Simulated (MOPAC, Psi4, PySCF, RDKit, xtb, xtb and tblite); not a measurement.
Two geometries of CH7BSSi, SMILES B[SiH2]CS, relaxed at GFN2-xTB with one dihedral held; other torsions can differ between them too.

Structure A

```
11

B      1.7521     0.8936    -0.0418
Si     0.3585    -0.2722    -0.7681
C     -1.0969     0.7140    -1.5403
S     -0.4964     1.7776    -2.9000
H      1.6835     2.0598    -0.0852
H      2.7011     0.4355     0.4657
H     -0.3035    -1.1692     0.1998
H      0.7978    -1.1547    -1.8708
H     -1.8979     0.0932    -1.9364
H     -1.5371     1.4099    -0.8289
H      0.0210     0.7986    -3.6400
```

Structure B

```
11

B      1.7428     0.9072    -0.0510
Si     0.3511    -0.2761    -0.7548
C     -0.8513     0.6499    -1.9309
S      0.0678     1.3684    -3.3396
H      1.6269     2.0705    -0.0427
H      2.7300     0.4695     0.3979
H     -0.5359    -0.8720     0.2642
H      0.8160    -1.4161    -1.5732
H     -1.6482     0.0314    -2.3383
H     -1.3113     1.5076    -1.4446
H      0.5775     0.2219    -3.7869
```

**Question.** Which is lower in energy at the level DF-MP2 (frozen core)/cc-pVTZ // GFN2-xTB (Psi4), and by how much?

**Answer.** B is lower, by 0.39 kcal/mol (dihedral H5–B1–Si2–C3: 0° in A, 20° in B).

E(B) − E(A) in kcal/mol at the other levels, on the same two geometries: GFN2-xTB (xtb and tblite) -0.03; PBE/def2-TZVP // GFN2-xTB (Psi4) -0.26; PBE-D3(BJ)/def2-TZVP // GFN2-xTB (Psi4) -0.26; r2SCAN/def2-TZVP // GFN2-xTB (Psi4) -0.30; HF/cc-pVTZ // GFN2-xTB (Psi4) -0.45; UFF // GFN2-xTB (RDKit) 0.71; PM7, restricted, heats of formation // GFN2-xTB (MOPAC) -0.26; PM3, restricted, heats of formation // GFN2-xTB (MOPAC) -0.15; GFN1-xTB // GFN2-xTB (xtb) -0.08; restricted B3LYP/6-31G*, spherical d // GFN2-xTB (PySCF) -0.36; restricted Hartree-Fock/STO-3G // GFN2-xTB (PySCF) -0.09; restricted B3LYP/6-311+G**, spherical d, density fitting // GFN2-xTB (PySCF) -0.32; restricted Hartree-Fock/LANL2DZ, with its core potentials past Ne // GFN2-xTB (PySCF) -0.36.
